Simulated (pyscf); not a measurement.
Structures and frequencies: ωB97X-D3(BJ)/def2-SVP in PySCF.

What is the homolytic dissociation enthalpy (298 K, ωB97M-D3(BJ)/def2-TZVP) of the O–Si bond of HO–SiH₂–O–SiH₂–O–SiH₂–F (SMILES O[SiH2]O[SiH2]O[SiH2]F), to HO–SiH₂–O–SiH₂• + •O–SiH₂–F?

O–Si to HO–SiH₂–O–SiH₂• + •O–SiH₂–F: 137.7 kcal/mol. The 7 functionals that were run give +125.9 (PBE) to +139.7 kcal/mol (M06-2X). •O–SiH₂–F lies 23.3 kcal/mol over its isomer HO–SiH•–F (electronic energy, ωB97M-D3(BJ)/def2-TZVP). Other isomers of HO–SiH₂–O–SiH₂• were not searched in full and may lie lower.
